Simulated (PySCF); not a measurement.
Harmonic spectrum computed at PBE0 in the def2-TZVP basis family (core potentials from Rb on, PySCF, no spin–orbit coupling):

| ω (cm⁻¹) | IR (km/mol) |
| --- | --- |
| 181 | 35.7 |
| 206 | 12.1 |
| 237 | 0.3 |
| 649 | 28.1 |
| 787 | 182 |
| 980 | 23.9 |

**Question.** Which molecule gave it? In each, all ligands are bound to the one heavy central atom.
A. SiOF₂ (singlet)
B. MoOF₂ (triplet)
C. CoOF₂ (quartet)
D. TiOF₂ (singlet)

**Answer.** C. It has C2v symmetry with Co–F 1.705 Å (×2), Co–O 1.567 Å.
